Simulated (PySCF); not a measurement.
Excited states of Bi⁵⁺ (bismuth, charge +5)

Ground state [Xe] 4f14 5d10, ¹S. Computed with PySCF 2.14 in aug-cc-pVTZ-PP with one added diffuse shell each of d, f type with ECP60MDF (6s5p5d3f, 67 functions), with scalar relativity through the core potential. Vertical excitation energies in eV without spin-orbit coupling; excited terms of each kind are numbered among those the solver found. Frozen: 5s2 5p6.

```
 term  leading excitation  EOM-EE-CCSD
 1 3D              5d → s       20.025
 1 1D              5d → s       21.062
1 3P°              5d → p       33.974
1 3F°              5d → p       34.599
1 1F°              5d → p       35.045
1 1D°              5d → p       35.644
1 3D°              5d → p       35.696
1 1P°              5d → p       35.785
 1 3G              5d → d       51.018
 1 1P              5d → d       51.079
 1 1G              5d → d       51.231
 2 3D              5d → d       51.300
```

The spin-orbit splitting of the hole, absent here, rivals or exceeds the spacing of these terms, so the LS terms are model states.

The solver can miss terms.
